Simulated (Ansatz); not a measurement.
Relaxation of ClH5O3STi (11 atoms, charge 0, multiplicity 1), to a largest force component of 0.03 eV/Å in at most 50 steps.

Level of theory: RKS PBE0/def2-SVP in Ansatz 0.2.0.

```xyz
11
Properties=species:S:1:pos:R:3
Ti 0.042 0.510 -0.305
Cl 1.009 -1.435 2.534
O 1.484 -0.465 -0.621
H 1.889 -1.127 -0.045
O -0.481 1.239 -1.833
H -1.348 1.592 -2.064
O -1.278 -0.314 0.522
H -1.161 -0.991 1.205
S 0.637 2.164 1.313
H 1.846 2.381 0.738
H 1.022 -0.095 2.520
```

**Question.** Where does it end, and by what steps?

**Answer.** The forces met the threshold. After 11 steps the energy has fallen by 0.090 eV; Cl2 moved furthest, 0.27 Å.

| step | energy less start (eV) | largest force component (eV/Å) | accepted |
| --- | --- | --- | --- |
| 0 | 0.0000 | 0.809 | yes |
| 1 | -0.0556 | 0.715 | yes |
| 2 | -0.0576 | 0.333 | yes |
| 3 | -0.0796 | 0.268 | yes |
| 4 | -0.0820 | 0.182 | yes |
| 5 | -0.0847 | 0.094 | yes |
| 6 | -0.0878 | 0.044 | yes |
| 7 | -0.0877 | 0.203 | no |
| 8 | -0.0885 | 0.036 | yes |
| 9 | -0.0888 | 0.065 | yes |
| 10 | -0.0894 | 0.033 | yes |
| 11 | -0.0895 | 0.026 | yes |

```xyz
11
Properties=species:S:1:pos:R:3
Ti 0.004 0.486 -0.334
Cl 1.184 -1.234 2.575
O 1.449 -0.492 -0.621
H 1.789 -1.091 0.062
O -0.485 1.308 -1.823
H -1.335 1.647 -2.123
O -1.302 -0.385 0.464
H -1.216 -1.041 1.169
S 0.634 1.987 1.395
H 1.860 2.197 0.863
H 1.078 0.078 2.338
```

Whether the end is a true minimum wasn't checked by a vibrational analysis.

The run took 47 s on 4 threads of Arm Neoverse V1, on a shared host, peak memory 0.39 GiB.
